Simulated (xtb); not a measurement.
C2H5Be, doublet, from a rough starting geometry (GFN-xTB shapes and energies of metal compounds can be far from the true ones) (the spin is typed, not shown lowest); xtb with GFN2-xTB.

xtb was given this input:
```
$ xtb mol.xyz --gfn 2 --uhf 1 --opt vtight --json

# file mol.xyz
8

Be     1.03964233     1.42932276     1.07564352
C      0.68414021    -0.05027150     0.30224627
C     -0.73755542    -0.04711516    -0.33976393
H      0.77686524    -0.93521585     0.95607251
H      1.42275958    -0.31957134    -0.53384227
H     -0.80720548     0.77417570    -1.10133798
H     -1.49489960     0.09923766     0.43561416
H     -0.91079933    -1.00211042    -0.85786403
```

Question: Predict the main parts of the log of this xtb run.

Answer: 
```
   ID    Z sym.   atoms
    1    4 Be     1
    2    6 C      2, 3
    3    1 H      4-8

           -------------------------------------------------
          |                Calculation Setup                |
           -------------------------------------------------

           -------------------------------------------------
          |                 G F N 2 - x T B                 |
           -------------------------------------------------

          ...................................................
          :                      SETUP                      :
          :.................................................:
          :  # basis functions                  17          :
          :  # atomic orbitals                  17          :
          :  # shells                           11          :
          :  # electrons                        15          :
          :  max. iterations                   250          :
          :  Hamiltonian                  GFN2-xTB          :
          :  restarted?                      false          :
          :  GBSA solvation                  false          :
          :  PC potential                    false          :
          :  electronic temp.          300.0000000     K    :
          :  accuracy                    1.0000000          :
          :  -> integral cutoff          0.2500000E+02      :
          :  -> integral neglect         0.1000000E-07      :
          :  -> SCF convergence          0.1000000E-05 Eh   :
          :  -> wf. convergence          0.1000000E-03 e    :
          :  Broyden damping             0.4000000          :
          :  net charge                          0          :
          :  unpaired electrons                  1          :
          ...................................................

 iter      E             dE          RMSdq      gap      omega  full diag
   1      0.4263071  0.426307E+00  0.166E+01    0.47       0.0  T
   2     -4.6768027 -0.510311E+01  0.172E+01    1.84       1.0  T
   3     -5.2566529 -0.579850E+00  0.111E+01    0.53       1.0  T
   4     -7.4649510 -0.220830E+01  0.624E+00    2.38       1.0  T
   5     -7.3775914  0.873596E-01  0.328E+00    3.12       1.0  T
   6     -7.3920626 -0.144712E-01  0.316E+00    3.08       1.0  T
   7     -6.6774502  0.714612E+00  0.929E+00    1.44       1.0  T
   8     -6.2810219  0.396428E+00  0.103E+01    1.18       1.0  T
   9     -6.1634668  0.117555E+00  0.107E+01    1.11       1.0  T
  10     -7.4385146 -0.127505E+01  0.391E+00    3.44       1.0  T
  11     -7.4259932  0.125214E-01  0.226E+00    3.32       1.0  T
  12     -7.4354404 -0.944721E-02  0.198E+00    3.26       1.0  T
  13     -7.4108112  0.246292E-01  0.263E+00    3.42       1.0  T
  14     -7.4736444 -0.628332E-01  0.770E-01    2.84       1.0  T
  15     -7.4665141  0.713026E-02  0.930E-01    2.57       1.0  T
  16     -7.4681591 -0.164493E-02  0.856E-01    2.58       1.0  T
  17     -7.4733107 -0.515164E-02  0.388E-01    2.64       1.0  T
  18     -7.4748245 -0.151382E-02  0.806E-02    2.70       1.0  T
  19     -7.4748395 -0.149799E-04  0.801E-02    2.73       1.0  T
  20     -7.4748829 -0.433864E-04  0.537E-02    2.72       1.0  T
  21     -7.4748858 -0.291190E-05  0.249E-02    2.72       1.4  T
  22     -7.4748874 -0.163762E-05  0.163E-02    2.72       2.2  T
  23     -7.4748880 -0.622892E-06  0.765E-03    2.72       4.6  T
  24     -7.4748881 -0.186472E-07  0.600E-03    2.72       5.9  T
  25     -7.4748881 -0.500338E-08  0.217E-03    2.72      16.3  T
  26     -7.4748881 -0.763053E-08  0.626E-04    2.72      56.5  T
  27     -7.4748881 -0.275586E-09  0.193E-04    2.72     183.1  T

   *** convergence criteria satisfied after 27 iterations ***

         :::::::::::::::::::::::::::::::::::::::::::::::::::::
         ::                     SUMMARY                     ::
         :::::::::::::::::::::::::::::::::::::::::::::::::::::
         :: total energy              -7.382258264117 Eh    ::
         :: gradient norm              0.047334571172 Eh/a0 ::
         :: HOMO-LUMO gap              2.716254077064 eV    ::
         ::.................................................::
         :: SCC energy                -7.474887656888 Eh    ::
         :: -> isotropic ES           -0.012038597592 Eh    ::
         :: -> anisotropic ES         -0.000380906828 Eh    ::
         :: -> anisotropic XC          0.000919409271 Eh    ::
         :: -> dispersion             -0.003032585764 Eh    ::
         :: repulsion energy           0.092629392771 Eh    ::
         :: add. restraining           0.000000000000 Eh    ::
         :: total charge               0.000000000000 e     ::
         :::::::::::::::::::::::::::::::::::::::::::::::::::::

      -----------------------------------------------------------
     |                   =====================                   |
     |                        A N C O P T                        |
     |                   =====================                   |
     |               Approximate Normal Coordinate               |
     |                Rational Function Optimizer                |
      -----------------------------------------------------------
      -----------------------------------------------------------
     |                   =====================                   |
     |                        A N C O P T                        |
     |                   =====================                   |
     |               Approximate Normal Coordinate               |
     |                Rational Function Optimizer                |
      -----------------------------------------------------------

          ...................................................
          :                      SETUP                      :
          :.................................................:
          :   optimization level         verytight          :
          :   max. optcycles                   200          :
[...]
 * total energy  :    -7.3822583 Eh     change       -0.3607781E-11 Eh
 * total energy  :    -7.3849858 Eh     change       -0.2727545E-02 Eh
 * total energy  :    -7.3852901 Eh     change       -0.3042407E-03 Eh
 * total energy  :    -7.3853153 Eh     change       -0.2526415E-04 Eh
 * total energy  :    -7.3853198 Eh     change       -0.4450376E-05 Eh
 * total energy  :    -7.3853213 Eh     change       -0.1495725E-05 Eh
 * total energy  :    -7.3853216 Eh     change       -0.3691187E-06 Eh
 * total energy  :    -7.3853218 Eh     change       -0.1678495E-06 Eh
 * total energy  :    -7.3853218 Eh     change       -0.3454944E-07 Eh
   *** GEOMETRY OPTIMIZATION CONVERGED AFTER 9 ITERATIONS ***
[...]
          :  -> SCF convergence          0.1000000E-05 Eh   :
          :  -> wf. convergence          0.1000000E-03 e    :
          :  Broyden damping             0.4000000          :
          :  net charge                          0          :
          :  unpaired electrons                  1          :
          ...................................................

 iter      E             dE          RMSdq      gap      omega  full diag
   1     -7.4894643 -0.748946E+01  0.919E-05    2.68       0.0  T
   2     -7.4894643  0.284217E-13  0.708E-05    2.68     499.3  T
   3     -7.4894643  0.140306E-10  0.736E-05    2.68     480.4  T

   *** convergence criteria satisfied after 3 iterations ***

         :::::::::::::::::::::::::::::::::::::::::::::::::::::
         ::                     SUMMARY                     ::
         :::::::::::::::::::::::::::::::::::::::::::::::::::::
         :: total energy              -7.385321831984 Eh    ::
         :: gradient norm              0.000060349079 Eh/a0 ::
         :: HOMO-LUMO gap              2.683476841012 eV    ::
         ::.................................................::
         :: SCC energy                -7.489463940266 Eh    ::
         :: -> isotropic ES           -0.010903570750 Eh    ::
         :: -> anisotropic ES         -0.000734173659 Eh    ::
         :: -> anisotropic XC          0.000224451743 Eh    ::
         :: -> dispersion             -0.003028814056 Eh    ::
         :: repulsion energy           0.104142108281 Eh    ::
         :: add. restraining           0.000000000000 Eh    ::
         :: total charge               0.000000000000 e     ::
         :::::::::::::::::::::::::::::::::::::::::::::::::::::

           -------------------------------------------------
          |                Property Printout                |
           -------------------------------------------------

    * Orbital Energies and Occupations

         #    Occupation            Energy/Eh            Energy/eV
      -------------------------------------------------------------
         1        2.0000           -0.5773332             -15.7100
         2        2.0000           -0.5283094             -14.3760
         3        2.0000           -0.4720838             -12.8461
         4        2.0000           -0.4628282             -12.5942
         5        2.0000           -0.4273037             -11.6275
         6        2.0000           -0.4089731             -11.1287
         7        2.0000           -0.3535276              -9.6200
         8        1.0000           -0.2735865              -7.4447 (HOMO)
         9                         -0.1749705              -4.7612 (LUMO)
        10                         -0.1735569              -4.7227
        11                          0.1554766               4.2307
        12                          0.1628146               4.4304
        13                          0.1790496               4.8722
        14                          0.2026359               5.5140
        15                          0.2241865               6.1004
        16                          0.2884133               7.8481
        17                          0.3441029               9.3635
      -------------------------------------------------------------
                  HL-Gap            0.0986160 Eh            2.6835 eV
             Fermi-level           -0.2689178 Eh           -7.3176 eV

     #   Z          covCN         q      C6AA      α(0)
     1   4 Be       0.859     0.336    69.439    24.983
     2   6 C        3.659    -0.230    25.434     7.238
     3   6 C        3.769    -0.075    21.972     6.680
     4   1 H        0.924    -0.014     3.308     2.844
     5   1 H        0.924    -0.014     3.308     2.844
     6   1 H        0.925    -0.005     3.147     2.774
     7   1 H        0.925    -0.005     3.147     2.774
     8   1 H        0.924     0.007     2.948     2.685

 Mol. C6AA /au·bohr⁶  :        657.349192
 Mol. C8AA /au·bohr⁸  :      17171.789687
 Mol. α(0) /au        :         52.822165

Wiberg/Mayer (AO) data.
largest (>0.10) Wiberg bond orders for each atom

 ---------------------------------------------------------------------------
     #   Z sym  total        # sym  WBO       # sym  WBO       # sym  WBO
 ---------------------------------------------------------------------------
     1   4 Be   0.953 --     2 C    0.894
     2   6 C    3.847 --     3 C    1.013     5 H    0.969     4 H    0.969
                             1 Be   0.894
     3   6 C    3.993 --     2 C    1.013     6 H    0.995     7 H    0.995
                             8 H    0.981
     4   1 H    1.000 --     2 C    0.969
     5   1 H    1.000 --     2 C    0.969
     6   1 H    1.000 --     3 C    0.995
     7   1 H    1.000 --     3 C    0.995
     8   1 H    1.000 --     3 C    0.981
 ---------------------------------------------------------------------------

Topologies differ in total number of bonds
Writing topology from bond orders to xtbtopo.mol

molecular dipole:
                 x           y           z       tot (Debye)
 q only:        0.384       0.971       0.591
   full:       -0.036       0.202       0.071       0.552
molecular quadrupole (traceless):
                xx          xy          yy          xz          yz          zz
 q only:       -1.331       2.798       1.611       1.614       2.906      -0.280
  q+dip:       -0.877      -0.501       0.571      -1.020      -0.377       0.306
   full:        0.184      -0.609      -0.692      -0.786      -1.158       0.507

optimized geometry written to: xtbopt.xyz

           -------------------------------------------------
          | TOTAL ENERGY               -7.385321831984 Eh   |
          | GRADIENT NORM               0.000060349079 Eh/α |
          | HOMO-LUMO GAP               2.683476841012 eV   |
           -------------------------------------------------

normal termination of xtb
```
